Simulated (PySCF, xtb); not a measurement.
B(CF3)(H)(OMe) (C2H4BF3O), SMILES COBC(F)(F)F. Other conformers were not sampled.

Harmonic wavenumbers (cm⁻¹) from GFN2-xTB (xtb 6.7.1) at its own minimum, in rising order: 38, 70, 139, 180, 258, 386, 413, 464, 466, 617, 734, 756, 920, 998, 1029, 1069, 1125, 1143, 1156, 1389, 1451, 1457, 1467, 2676, 2994, 3000, 3005.

What does PBE0-D3(BJ)/def2-SVP (PySCF) give at its own minimum? (An estimate is asked for; the answer gives what the named calculation found.)

54, 72, 169, 200, 276, 348, 433, 526, 530, 680, 817, 853, 961, 1138, 1150, 1182, 1194, 1222, 1318, 1452, 1466, 1486, 1555, 2660, 3070, 3176, 3186. Paired by order, the mean absolute difference is 70 cm⁻¹ and the zero-point energies are 42.0 and 44.6 kcal/mol.
